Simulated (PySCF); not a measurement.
Several species in one continuum solvent.

Level: wB97X-D/def2-SVPD in PySCF, non-relativistic, each on one gas-phase PBE0-D3(BJ)/def2-SVP geometry that isn't relaxed in the solvent. The solvent is an IEF-PCM continuum (cavity from Bondi-type radii × 1.2). The model holds no explicit solvent molecules, cavitation or dispersion.

**Question.** Order them by E(solvent) − E(gas) in chloroform (ε = 4.711), most negative first (kJ/mol).
A. `[N:1]#[C:2][CH2:3][C@@H:4]1[CH2:5][CH2:6][SiH2:7]1` with C2–C3–C4–C5 175°, C3–C4–C5–C6 -151°, C4–C5–C6–Si7 24°, C5–C6–Si7–C4 -19°, C3–C4–Si7–C6 140°
B. `[CH:1]#[C:2][C@H:3]1[CH2:4][CH2:5][SiH2:6][NH:7]1` with C2–C3–C4–C5 79°, C3–C4–C5–Si6 36°, C4–C5–Si6–N7 -16°, C5–Si6–N7–C3 -10°
C. `[CH3:1][SiH2:2][n:3]1[cH:4][cH:5][cH:6][cH:7]1` with C1–Si2–N3–C4 -123°
D. `[CH:1]#[C:2][Si:3]1([NH:4][CH3:5])[CH2:6][CH2:7]1` with C2–Si3–N4–C5 -69°
E. `[CH:1]#[C:2][C@@H:3]1[CH2:4][C@H:5]1[SiH2:6][NH2:7]` with C4–C5–Si6–N7 45°, C5–Si6–N7–H -136° and 83°

**Answer.** A (-20.4), E (-16.7), D (-14.2), B (-12.9), C (-11.4).

```csv
SMILES,charge,ΔE (kJ/mol),polarisation term (kJ/mol),HOMO shift (eV),dipole gas (D),dipole solvent (D),atoms,"lowest singlet, gas (eV)","lowest singlet, solvent (eV)"
N#CC[C@@H]1CC[SiH2]1,0,-20.4,-24.1,+0.29,4.44,5.38,16,7.20,7.10
C#C[C@@H]1C[C@H]1[SiH2]N,0,-16.7,-18.0,-0.08,1.33,1.60,16,6.24,6.28
C#C[Si]1(NC)CC1,0,-14.2,-15.3,-0.05,1.30,1.55,16,5.51,5.52
C#C[C@H]1CC[SiH2]N1,0,-12.9,-13.8,+0.01,0.46,0.58,16,6.27,6.31
C[SiH2]n1cccc1,0,-11.4,-12.6,-0.11,1.97,2.44,16,6.18,6.18
```

The polarisation term is half the interaction of the solute with the induced surface charges. Singlets are vertical TDDFT energies (frozen core, non-equilibrium response), the lowest in each medium.

The pairwise dispersion term of wB97X-D wasn't added to the energies; at a given geometry it leaves orbitals and properties as they are.
